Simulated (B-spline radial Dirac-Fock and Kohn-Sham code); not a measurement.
**Scattering functions of Nd³⁹⁺**

System: neodymium as Nd³⁹⁺, configuration [Ar] 3d3.

The computed values come from a radial finite-basis atomic code: Dirac-Fock orbitals of the configuration average with a finite nucleus. f₀ is the Fourier transform of the spherical electron density, S the Waller-Hartree incoherent function, and s = sin θ/λ. The electron scattering factor follows from the Mott-Bethe formula f_e = 0.023934 Å⁻¹·(Z − f₀)/s².

| s (Å⁻¹) | f₀ | S | f_e (Å) |
| --- | --- | --- | --- |
| 0 | 21.000 | 0.000 | – |
| 0.05 | 20.985 | 0.015 | 373.512 |
| 0.1 | 20.941 | 0.058 | 93.484 |
| 0.15 | 20.867 | 0.130 | 41.627 |
| 0.2 | 20.765 | 0.230 | 23.476 |
| 0.25 | 20.635 | 0.357 | 15.075 |
| 0.3 | 20.477 | 0.509 | 10.511 |
| 0.35 | 20.293 | 0.687 | 7.758 |
| 0.4 | 20.083 | 0.888 | 5.971 |
| 0.45 | 19.850 | 1.110 | 4.745 |
| 0.5 | 19.594 | 1.352 | 3.868 |
| 0.6 | 19.020 | 1.889 | 2.725 |
| 0.7 | 18.374 | 2.483 | 2.033 |
| 0.8 | 17.670 | 3.119 | 1.583 |
| 0.9 | 16.922 | 3.782 | 1.273 |
| 1 | 16.146 | 4.458 | 1.050 |
| 1.1 | 15.354 | 5.136 | 0.883 |
| 1.2 | 14.559 | 5.806 | 0.755 |
| 1.4 | 13.008 | 7.092 | 0.574 |
| 1.6 | 11.569 | 8.275 | 0.453 |
| 1.8 | 10.288 | 9.338 | 0.367 |
| 2 | 9.191 | 10.282 | 0.304 |
| 2.5 | 7.217 | 12.181 | 0.202 |
| 3 | 6.061 | 13.595 | 0.143 |
| 3.5 | 5.320 | 14.703 | 0.107 |
| 4 | 4.729 | 15.618 | 0.083 |
| 5 | 3.647 | 17.042 | 0.054 |
| 6 | 2.731 | 18.030 | 0.038 |

f₀ starts at the number of electrons, 21, and has fallen to half at s ≈ 1.77 Å⁻¹. The sum of ⟨r²⟩ over the electrons is 0.8035 bohr². For an ion f_e diverges as s goes to zero, because of the net charge.
